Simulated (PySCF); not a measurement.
**C$_{5}$H$_{8}$F$_{2}$O: full NMR table**

| Quantity | Value |
| --- | --- |
| Formula | C5H8F2O |
| SMILES | C=C[C@H](OC)C(F)F |
| InChI | InChI=1S/C5H8F2O/c1-3-4(8-2)5(6)7/h3-5H,1H2,2H3/t4-/m0/s1 |
| Point group of the computed structure | C1 |
| Degrees of unsaturation | 1 |
| Carbon signals | 5 |
| Proton signals | 6 |

Structure with atom numbers: `[CH2:1]=[CH:2][C@H:3]([O:4][CH3:5])[CH:6]([F:7])[F:8]`. Each H is labelled by its parent atom. Ha(C1) is cis to C3; Hb(C1) is trans to C3.

[PySCF 2.14: GFN2-xTB structure; σ from GIAO-PBE0/pcSseg-1; one averaged value for each set of equivalent atoms; non-relativistic Hamiltonian; a single conformation; gas phase]

Chemical shifts δ = σref − σ; $^{1}$H and $^{13}$C against TMS; $^{19}$F against CFCl3; $^{17}$O against H2O, all at this level.

| carbon | δC, type | δH (multiplicity) | HMBC from (2–3 bonds) | span of the C tensor (ppm) |
| --- | --- | --- | --- | --- |
| C1 | 124.4, CH2 | Ha(C1) 5.98 (m); Hb(C1) 5.71 (m) | H(C2), H(C3) | 235 |
| C2 | 139.9, CH | 6.23 (m) | Ha(C1), Hb(C1), H(C6), H(C3) | 222 |
| C3 | 85.8, CH | 3.89 (m) | H(C2), Ha(C1), Hb(C1), H(C6), H(C5) | 42 |
| C5 | 61.5, CH3 | 3.80 (s) | H(C3) | 90 |
| C6 | 126.8, CH | 5.71 (m) | H(C2), H(C3) | 23 |

Other nuclei:
```
atoms   nucleus              environment  δ (ppm)  σ (ppm)
   F7  $^{19}$F  fluorine of a CF2 group   -130.3    301.3
   F8  $^{19}$F  fluorine of a CF2 group   -140.9    311.8
   O4  $^{17}$O             ether oxygen     23.3    312.8
```

Carbon types of the structure: 3 × CH, 1 × CH2, 1 × CH3, which accounts for all hydrogens. δC 139.9: alkene CH; as expected for a trigonal carbon in a double bond. δC 126.8: sp3 CH bonded to 2 F; 2 electronegative neighbours deshield it. δC 124.4: terminal =CH2 carbon; an sp2 carbon of a C=C bond. δC 85.8: allylic sp3 CH bonded to O; deshielded by the electronegative neighbour. δC 61.5: methyl carbon bonded to O; the inductive effect lowers its shielding.

Splittings by $^{19}$F in the carbon and heteronuclear signals aren't shown, as no couplings were computed. Shifts are as computed. Against solution values, carbons near 30 ppm lie about +3 ppm off and those near 130 ppm about +5 ppm. Of 1211 compounds with measured shifts, 218 miss one by over three times the rms of a fit or turn the order of signals round; such compounds aren't used in these exercises. Unscaled 19F shifts against computed CFCl3 carry errors that often reach 10 to 50 ppm. Experimental scales use liquid or dissolved standards, which lie at an offset from isolated H2O (liquid H2O: subtract about 36 ppm). Multiplicities follow the n + 1 count of equivalent neighbours, as no J values were calculated; m marks all less simple cases, F and P coupling included.
